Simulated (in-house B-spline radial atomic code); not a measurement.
Ionising B+ with different functionals

Computed with an all-electron radial atomic-structure program (B-spline basis): non-relativistic Hamiltonian, point nucleus, spin-polarised at highest spin, spherical fractional occupations for the functionals, the average over the highest-spin determinants for Hartree-Fock. The ionisation energy is the difference of two self-consistent energies, [He] 2s2 → [He] 2s1, without Breit or QED terms; ε is the level of the shell that loses the electron (its least bound occupied spin orbital).

```
           method                    rung  ΔSCF (eV)  -ε(2s) (eV)
     Hartree-Fock            Hartree-Fock      23.44        23.78
    HF fractional            Hartree-Fock      23.44        23.78
         LDA VWN5                     LDA      24.55        19.41
         LDA PW92                     LDA      24.55        19.41
LDA exchange-only                     LDA      22.86        18.15
              PBE                     GGA      24.61        19.51
           PBEsol                     GGA      24.41        19.37
             BLYP                     GGA      24.60        19.40
             RPBE                     GGA      24.70        19.54
             PW91                     GGA      24.68        19.55
             BP86                     GGA      24.70        19.59
             AM05                     GGA      24.39        19.34
             OLYP                     GGA      24.62        19.44
             TPSS                meta-GGA      24.66        19.72
           r2SCAN                meta-GGA      24.26        19.73
          revTPSS                meta-GGA      24.65        19.79
             PBE0           global hybrid      24.56        20.79
            B3LYP           global hybrid      24.74        20.58
            TPSSh           global hybrid      24.65        20.21
           M06-2X           global hybrid      24.73        22.01
        BHandHLYP           global hybrid      24.56        21.96
          r2SCAN0           global hybrid      24.31        20.90
            B97-1           global hybrid      24.67        20.55
            HSE06  range-separated hybrid      24.56        20.38
            wB97X  range-separated hybrid      24.26        23.31
        CAM-B3LYP  range-separated hybrid      24.74        22.25
          LC-wPBE  range-separated hybrid      24.68        23.81
```

Problem. Among the functionals, which spreads more, the ΔSCF values or the orbital energies?

Solution. The orbital energies: ΔSCF values span about 1.88 eV and the orbital energies 5.66 eV.

Problem. How do they compare with the NIST value?

Solution. NIST lists 25.155 eV (measured, ground level to ground level). Errors run from -2.30 to -0.42 eV; B3LYP is closest (-0.42 eV), though others lie within the uncertainty of it, and part of that can be cancellation, since the calculations leave out relativity, Breit-QED terms, the near-degeneracy of s² and p². Hartree-Fock also lacks correlation.
